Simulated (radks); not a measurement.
Species: Tc I. Configuration: [Kr] 4d5 4f2 (not the ground configuration). Calculated with a radial shooting solver on a logarithmic mesh with Libxc functionals: scalar-relativistic Kohn-Sham, AM05, spin-unpolarised, spherical densities, point nucleus.

Local quantities along the radius. ELF = 1/(1 + alpha^2) is the electron localisation function; alpha = (tau - tau_W)/tau_unif compares the Pauli kinetic energy density with that of the uniform gas; 4 pi r^2 rho is in e/bohr; r v_xc is r times the local exchange-correlation potential (hartree bohr). tau is taken from the large components.

r (bohr)	ELF	alpha	4 pi r^2 rho	r v_xc
0.003093	0.999	0.02420	6.423	-0.1185
0.004293	0.999	0.02744	10.80	-0.1562
0.00596	0.999	0.03323	17.44	-0.2038
0.008274	0.998	0.04384	26.66	-0.2616
0.01149	0.996	0.06478	37.79	-0.3277
0.01582	0.988	0.1093	48.13	-0.3954
0.02196	0.952	0.2235	54.15	-0.4582
0.03048	0.774	0.5398	52.60	-0.5012
0.04231	0.402	1.221	47.12	-0.5256
0.05874	0.336	1.407	48.65	-0.6002
0.08089	0.616	0.7893	60.83	-0.7321
0.1123	0.769	0.5484	67.40	-0.8528
0.1559	0.535	0.9332	53.57	-0.8760
0.2164	0.296	1.543	42.91	-0.9055
0.298	0.642	0.7460	50.99	-1.083
0.4137	0.769	0.5478	44.64	-1.176
0.5743	0.372	1.299	20.68	-0.9994
0.7972	0.289	1.568	12.35	-0.9610
1.107	0.752	0.5735	12.27	-1.106
1.524	0.613	0.7946	7.084	-1.044
2.116	0.226	1.849	2.315	-0.7969
2.937	0.039	4.955	0.5055	-0.5410
4.077	0.001	27.91	0.09352	-0.3783
5.659	0.003	17.75	0.1017	-0.5006
7.794	0.013	8.636	0.1922	-0.6128
10.82	0.025	6.285	0.2227	-0.8583
15.02	0.010	9.719	0.08342	-0.6089
20.85	0.001	32.60	0.009782	-0.3720
28.94	0.000	248.8	0.0003341	-0.2002

On this mesh the ELF has minima near r = 0.050, 0.22, 0.67 bohr, which separate the shells, and maxima near 0.11 (0.77), 0.41 (0.77), 1.1 (0.75).
